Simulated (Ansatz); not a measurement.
Ansatz (a quantum-chemistry and plane-wave program) input (CCSD(T)/def2-TZVPPD):
A basis named .json is the Basis Set Exchange file of that set.

Ansatz 0.2 input:
```yaml
crystal:
  periodic: [false, false, false]
  atoms:
    - {symbol: Mg, position_ang: [-0.65978623, -0.39212870, -0.53602548]}
    - {symbol: C, position_ang: [0.80746738, 0.47989958, 0.65600503]}
    - {symbol: H, position_ang: [1.29643546, -0.33401059, 1.18666364]}
    - {symbol: H, position_ang: [0.29201200, 1.16150581, 1.32895140]}
    - {symbol: H, position_ang: [1.48418304, 0.99865173, -0.01933951]}
basis:
  gaussian:
    orbitals: def2-TZVPPD.json
total_charge: 1
magnetization: {spin_polarized: false}
correlation: {method: ccsd_t, electrons: outside_noble_gas}
```

End of the output:

```
reference -6502.69200445 eV, -238.9695234807 hartree; 4, 4 occupied and 113, 113 virtual orbitals, 798 factors
second order -5.64450857 eV of doubles, -0.00000000 eV of singles
coupled cluster: 0.40 GiB planned
cycle   1  -5.91737632 eV  change   -2.7e-1 eV  update   5.5e-2
cycle   2  -6.07722530 eV  change   -1.6e-1 eV  update   2.0e-2
cycle   3  -6.11541804 eV  change   -3.8e-2 eV  update   9.8e-3
cycle   4  -6.11697969 eV  change   -1.6e-3 eV  update   3.8e-3
cycle   5  -6.11665273 eV  change    3.3e-4 eV  update   2.0e-3
cycle   6  -6.11672002 eV  change   -6.7e-5 eV  update   6.5e-4
cycle   7  -6.11674623 eV  change   -2.6e-5 eV  update   2.0e-4
cycle   8  -6.11679323 eV  change   -4.7e-5 eV  update   7.2e-5
cycle   9  -6.11680264 eV  change   -9.4e-6 eV  update   1.6e-5
cycle  10  -6.11679663 eV  change    6.0e-6 eV  update   4.4e-6
perturbative correction -0.23605571 eV, -0.0086748874 hartree
Total energy: -6509.04485679 eV, -239.2029864980 hartree
```

It need not be the lowest isomer of its formula.
